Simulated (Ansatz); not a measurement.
Input file for Ansatz (a first-principles code): U-B2PLYP/def2-TZVPP on TiAl, 2S+1 = 6, a spin state set in the input, which need not be the lowest, a point of a bond scan (R = 2.501 Å).

Ansatz 0.2 input:
```yaml
crystal:
  periodic: [false, false, false]
  atoms:
    - {symbol: Ti, position_ang: [0.00000000, 0.00000000, 0.00000000]}
    - {symbol: Al, position_ang: [0.00000000, 0.00000000, 2.50139000]}
basis:
  gaussian:
    orbitals: def2-TZVPP
    pivot_positions_ang: [[0.00000000, 0.00000000, 0.00000000], [0.00000000, 0.00000000, 2.50139000]]
hamiltonian:
  xc: {name: B2PLYP}
magnetization: {spin_polarized: true, initial_magnetization: 5}
correlation: {electrons: valence}
output: {orbitals: {seedname: ./end}}
```

Output:

```
WARN ansatz: RAYON_NUM_THREADS=2 ignored (pool sized by the plan → 2); use --threads N
Functional definition: B2PLYP
integrals: 0.07 GiB planned
784 factors; integrals over basis functions are off by at most 3.2e-4 eV
mean field: 0.51 GiB planned
mean field evaluation 1: about -29689.9793 eV, gradient 3.8e1 eV
mean field evaluation 2: about -29690.0667 eV, gradient 3.8e1 eV
mean field evaluation 4: about -29695.8732 eV, gradient 9.6e0 eV
mean field evaluation 8: about -29696.6909 eV, gradient 6.3e-1 eV
mean field evaluation 16: about -29696.7869 eV, gradient 3.3e-2 eV
mean field evaluation 32: about -29696.7870 eV, gradient 1.5e-5 eV
mean field evaluation 64: about -29696.7870 eV, gradient 5.0e-5 eV
mean field evaluation 96: about -29696.8072 eV, gradient 2.3e-1 eV
mean field evaluation 128: about -29692.2357 eV, gradient 9.0e0 eV
mean field evaluation 160: about -29692.7801 eV, gradient 3.5e0 eV
mean field evaluation 192: about -29696.3283 eV, gradient 1.7e-2 eV
mean field evaluation 224: about -29696.7763 eV, gradient 4.3e-1 eV
mean field -29696.81046423 eV, -1091.3376553394 hartree, gradient 4.1e-6 eV, S^2 8.756114; 10 other end points of the search recorded, 0 dependent functions left out
10 core orbitals not correlated
reference -29696.81057370 eV, -1091.3376593624 hartree; 10, 5 occupied and 86, 91 virtual orbitals, 784 factors
second order -12.53114020 eV of doubles, -0.00000000 eV of singles
Total energy: -29700.19398156 eV, -1091.4619973077 hartree
```

The calculation finished and met its thresholds.

Cost: roughly 70 core-seconds.
